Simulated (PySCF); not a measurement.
Ligand exchange on a metal centre used in film growth or etching (Zn NH2-H). Isolated molecules, 0 K electronic values unless said otherwise. One relaxed conformer stands for each flexible species; it need not be the lowest.

Method: B3LYP-D3(BJ)/def2-TZVP // PBE-D3(BJ)/def2-SVP (PySCF). B3LYP has the VWN-RPA correlation part, as in Gaussian. 

```csv
species,mean distance from the central atom to its bonded neighbours (Å),charge on the central atom (Mulliken) (e),HOMO–LUMO gap (eV)
0 of 2 NH2 replaced by H,1.830,0.45,5.87
1 of 2 NH2 replaced by H,1.680,0.30,6.08
2 of 2 NH2 replaced by H ([Zn(H)2]),1.551,0.14,6.88
```
